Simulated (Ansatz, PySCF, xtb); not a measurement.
Reaction R1 + R2 → 2 P1, each structure at its B3LYP-D3(BJ)/def2-TZVP stationary point, reached from a drawn start (curvature not checked).
R1: Li2 (SMILES [Li][Li]), charge 0, multiplicity 1.
R2: Na2 (SMILES [Na][Na]), charge 0, multiplicity 1.
P1: LiNa (SMILES [Li][Na]), charge 0, multiplicity 1.

```json
[
 {"level": "GFN1-xTB", "reaction energy (eV)": "-0.794", "minus CCSD(T)/CBS(def2-TZVPP, def2-QZVPP)": "-0.832"},
 {"level": "GFN2-xTB", "reaction energy (eV)": "0.007", "minus CCSD(T)/CBS(def2-TZVPP, def2-QZVPP)": "-0.031"},
 {"level": "HF/def2-SVP", "reaction energy (eV)": "0.033", "minus CCSD(T)/CBS(def2-TZVPP, def2-QZVPP)": "-0.006"},
 {"level": "HF/def2-TZVPP", "reaction energy (eV)": "0.029", "minus CCSD(T)/CBS(def2-TZVPP, def2-QZVPP)": "-0.009"},
 {"level": "SVWN5/def2-TZVPP", "reaction energy (eV)": "0.023", "minus CCSD(T)/CBS(def2-TZVPP, def2-QZVPP)": "-0.015"},
 {"level": "PBE-D3(BJ)/def2-TZVPP", "reaction energy (eV)": "0.026", "minus CCSD(T)/CBS(def2-TZVPP, def2-QZVPP)": "-0.013"},
 {"level": "PBE-D4/def2-TZVPP", "reaction energy (eV)": "0.026", "minus CCSD(T)/CBS(def2-TZVPP, def2-QZVPP)": "-0.012"},
 {"level": "BLYP/def2-TZVPP", "reaction energy (eV)": "0.031", "minus CCSD(T)/CBS(def2-TZVPP, def2-QZVPP)": "-0.007"},
 {"level": "BLYP-D3(BJ)/def2-TZVPP", "reaction energy (eV)": "0.030", "minus CCSD(T)/CBS(def2-TZVPP, def2-QZVPP)": "-0.008"},
 {"level": "BLYP-D4/def2-TZVPP", "reaction energy (eV)": "0.031", "minus CCSD(T)/CBS(def2-TZVPP, def2-QZVPP)": "-0.008"},
 {"level": "revPBE/def2-TZVPP", "reaction energy (eV)": "0.024", "minus CCSD(T)/CBS(def2-TZVPP, def2-QZVPP)": "-0.014"},
 {"level": "r2SCAN/def2-TZVPP", "reaction energy (eV)": "0.027", "minus CCSD(T)/CBS(def2-TZVPP, def2-QZVPP)": "-0.012"},
 {"level": "r2SCAN-D3(BJ)/def2-TZVPP", "reaction energy (eV)": "0.027", "minus CCSD(T)/CBS(def2-TZVPP, def2-QZVPP)": "-0.012"},
 {"level": "B97M-V/def2-TZVPP", "reaction energy (eV)": "-0.003", "minus CCSD(T)/CBS(def2-TZVPP, def2-QZVPP)": "-0.042"},
 {"level": "B3LYP/def2-TZVPP", "reaction energy (eV)": "0.032", "minus CCSD(T)/CBS(def2-TZVPP, def2-QZVPP)": "-0.007"},
 {"level": "B3LYP-D3(BJ)/def2-TZVPP", "reaction energy (eV)": "0.031", "minus CCSD(T)/CBS(def2-TZVPP, def2-QZVPP)": "-0.007"},
 {"level": "B3LYP-D4/def2-TZVPP", "reaction energy (eV)": "0.032", "minus CCSD(T)/CBS(def2-TZVPP, def2-QZVPP)": "-0.007"},
 {"level": "PBE0/def2-TZVPP", "reaction energy (eV)": "0.026", "minus CCSD(T)/CBS(def2-TZVPP, def2-QZVPP)": "-0.013"},
 {"level": "PBE0-D3(BJ)/def2-TZVPP", "reaction energy (eV)": "0.026", "minus CCSD(T)/CBS(def2-TZVPP, def2-QZVPP)": "-0.013"},
 {"level": "PBE0-D4/def2-TZVPP", "reaction energy (eV)": "0.026", "minus CCSD(T)/CBS(def2-TZVPP, def2-QZVPP)": "-0.013"},
 {"level": "BHLYP/def2-TZVPP", "reaction energy (eV)": "0.032", "minus CCSD(T)/CBS(def2-TZVPP, def2-QZVPP)": "-0.006"},
 {"level": "BHLYP-D3(BJ)/def2-TZVPP", "reaction energy (eV)": "0.033", "minus CCSD(T)/CBS(def2-TZVPP, def2-QZVPP)": "-0.005"},
 {"level": "BHLYP-D4/def2-TZVPP", "reaction energy (eV)": "0.033", "minus CCSD(T)/CBS(def2-TZVPP, def2-QZVPP)": "-0.005"},
 {"level": "CAM-B3LYP/def2-TZVPP", "reaction energy (eV)": "0.032", "minus CCSD(T)/CBS(def2-TZVPP, def2-QZVPP)": "-0.007"},
 {"level": "CAM-B3LYP-D3(BJ)/def2-TZVPP", "reaction energy (eV)": "0.032", "minus CCSD(T)/CBS(def2-TZVPP, def2-QZVPP)": "-0.007"},
 {"level": "wB97X-V/def2-TZVPP", "reaction energy (eV)": "0.029", "minus CCSD(T)/CBS(def2-TZVPP, def2-QZVPP)": "-0.009"},
 {"level": "wB97M-V/def2-TZVPP", "reaction energy (eV)": "0.019", "minus CCSD(T)/CBS(def2-TZVPP, def2-QZVPP)": "-0.020"},
 {"level": "B2PLYP/def2-TZVPP", "reaction energy (eV)": "0.029", "minus CCSD(T)/CBS(def2-TZVPP, def2-QZVPP)": "-0.009"},
 {"level": "B2PLYP-D3(BJ)/def2-TZVPP", "reaction energy (eV)": "0.030", "minus CCSD(T)/CBS(def2-TZVPP, def2-QZVPP)": "-0.009"},
 {"level": "B2PLYP-D4/def2-TZVPP", "reaction energy (eV)": "0.029", "minus CCSD(T)/CBS(def2-TZVPP, def2-QZVPP)": "-0.009"},
 {"level": "MP2/def2-SVP", "reaction energy (eV)": "0.016", "minus CCSD(T)/CBS(def2-TZVPP, def2-QZVPP)": "-0.022"},
 {"level": "MP2/def2-TZVPP", "reaction energy (eV)": "0.023", "minus CCSD(T)/CBS(def2-TZVPP, def2-QZVPP)": "-0.015"},
 {"level": "MP2/def2-QZVPP", "reaction energy (eV)": "0.030", "minus CCSD(T)/CBS(def2-TZVPP, def2-QZVPP)": "-0.009"},
 {"level": "MP2/CBS(def2-TZVPP, def2-QZVPP)", "reaction energy (eV)": "0.032", "minus CCSD(T)/CBS(def2-TZVPP, def2-QZVPP)": "-0.007"},
 {"level": "SCS-MP2/def2-SVP", "reaction energy (eV)": "0.013", "minus CCSD(T)/CBS(def2-TZVPP, def2-QZVPP)": "-0.026"},
 {"level": "SCS-MP2/def2-TZVPP", "reaction energy (eV)": "0.022", "minus CCSD(T)/CBS(def2-TZVPP, def2-QZVPP)": "-0.016"},
 {"level": "SCS-MP2/def2-QZVPP", "reaction energy (eV)": "0.029", "minus CCSD(T)/CBS(def2-TZVPP, def2-QZVPP)": "-0.009"},
 {"level": "CCSD/def2-SVP", "reaction energy (eV)": "0.004", "minus CCSD(T)/CBS(def2-TZVPP, def2-QZVPP)": "-0.035"},
 {"level": "CCSD/def2-QZVPP", "reaction energy (eV)": "0.032", "minus CCSD(T)/CBS(def2-TZVPP, def2-QZVPP)": "-0.007"},
 {"level": "CCSD(T)/CBS(def2-TZVPP, def2-QZVPP)", "reaction energy (eV)": "0.038", "minus CCSD(T)/CBS(def2-TZVPP, def2-QZVPP)": "0.000"}
]
```

 The comparison column counts from a level with limits of its own.

P less R. No zero-point or thermal terms.

Frozen-core correlation throughout. CBS: X⁻³ extrapolation of the correlation energy, Hartree–Fock from the larger set.

The values were computed with Ansatz (Gaussian basis) for Hartree–Fock, density functionals and correlated methods; PySCF for the D3/D4 terms; xtb for the GFN methods. All values are computed, each at the level named.

Ansatz is a quantum-chemistry and plane-wave program.
